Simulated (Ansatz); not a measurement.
Ansatz (a program for electronic structure) input (PBE0/def2-TZVP):

Ansatz 0.2 input:
```yaml
crystal:
  periodic: [false, false, false]
  atoms:
    - {symbol: Si, position_ang: [0.11392264, -0.15471532, 0.02677592]}
    - {symbol: F, position_ang: [-0.12238928, -0.58232632, 1.49969751]}
    - {symbol: F, position_ang: [-0.53248379, -1.16323638, -0.96048810]}
    - {symbol: O, position_ang: [-0.93789024, 1.25849663, -0.20427107]}
    - {symbol: O, position_ang: [1.48617822, 0.52119795, -0.35006301]}
    - {symbol: H, position_ang: [-0.57392014, 2.15562744, -0.31457094]}
    - {symbol: H, position_ang: [2.38184111, 0.26799675, -0.10005937]}
    - {symbol: H, position_ang: [-1.89528392, 1.21489799, -0.37844449]}
basis:
  gaussian:
    orbitals: def2-TZVP
hamiltonian:
  xc: {name: PBE0}
total_charge: 1
```

Output:

```
Functional definition: PBE0
integrals: 0.09 GiB planned
1014 factors; their error is unknown
mean field: 0.80 GiB planned
mean field evaluation 1: about -17428.0034 eV, gradient 1.1e2 eV
mean field evaluation 2: about -17412.8185 eV, gradient 1.5e2 eV
mean field evaluation 4: about -17444.0329 eV, gradient 5.6e0 eV
mean field evaluation 8: about -17444.0790 eV, gradient 1.1e-1 eV
mean field evaluation 16: about -17444.1425 eV, gradient 5.1e-5 eV
mean field -17444.14254973 eV, -641.0604146382 hartree, gradient 5.1e-5 eV, S^2 0.000000; 0 other end points of the search recorded, 0 dependent functions left out
reference -17444.14257042 eV, -641.0604153983 hartree; 25, 25 occupied and 154, 154 virtual orbitals, 1014 factors
Total energy: -17444.14257042 eV, -641.0604153983 hartree
```

It need not be the lowest isomer of its formula.
